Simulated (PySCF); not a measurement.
# Static response to an electric field

Compound: GaCl2(OMe), CH3Cl2GaO.
Cartesian coordinates in Å at the PBE0-D3(BJ)/def2-SVP level; atoms count from 1:
```
atom  x, y, z in Å
Ga1    0.4430    1.3069    0.5572
Cl2    2.4661    0.6552    0.7144
Cl3   -0.1472    3.2410    1.1793
O4    -0.7668    0.2238   -0.1207
C5    -0.5076   -1.0989   -0.5170
H6    -0.7981   -1.2332   -1.5724
H7    -1.1062   -1.7971    0.0923
H8     0.5551   -1.3834   -0.4170
```

Level: wB97X-D/def2-SVPD (PySCF), static field, nuclei fixed, core orbitals frozen in the response. The polarisability tensor in these axes (au):

```
x   71.78 -2.45  2.77
y   -2.45 78.31  9.05
z    2.77  9.05 57.04
```

Diagonalise the tensor; give its mean and Δα, where Δα² is half the sum of the squared differences of the eigenvalues.

Principal values 53.08, 72.23 and 81.83 au; mean 69.05 au = 10.23 Å³ = 11.38 × 10⁻⁴⁰ C²·m²/J; Δα = 25.35 au (37 % of the mean).

What is the dipole moment, and where does it point?

(-0.06, -1.47, -0.50) D, 1.55 D in size, pointing from the negative to the positive side. Measured along this direction, the outermost atoms are Cl3 at the negative end and H7 and H6 at the positive end.

Orientational against electronic polarisability at 500 K (dilute gas, rigid molecules)?

In Gaussian units μ²/3kT = 11.61 Å³ against 10.23 Å³, a ratio of 1.13; the Debye molar polarisation (4π/3)N_A(α + μ²/3kT) is 55.1 cm³/mol, leaving out the vibrational part.

What are the principal values of the traceless quadrupole moment, Θ = ½Σq(3rr − r²1), about the centre of nuclear charge?

-7.45, 2.92, 4.53 D·Å. The values depend on the origin, since the dipole doesn't vanish. The electronic extent ⟨r²⟩ about the same centre is 1037 bohr², a root-mean-square distance of 1.88 Å for the 82 electrons.

Refractivity n − 1 of an ideal gas of it at 350 K and 1 atm, from the electronic α?

N = p/kT = 2.0968 × 10¹⁹ cm⁻³, so n − 1 = 2π × N × 10.23 × 10⁻²⁴ cm³ = 1348 × 10⁻⁶ at long wavelengths, for an ideal gas.

Rayleigh depolarisation ratio (linearly polarised light, static tensor)?

ρ = 3Δα²/(45ᾱ² + 4Δα²) = 1928.5/(214525 + 2571.4) = 0.00888.

The structure is a single PBE0-D3(BJ)/def2-SVP conformer in the gas phase; no vibrational or solvent corrections. The calculation is non-relativistic, for gallium too.
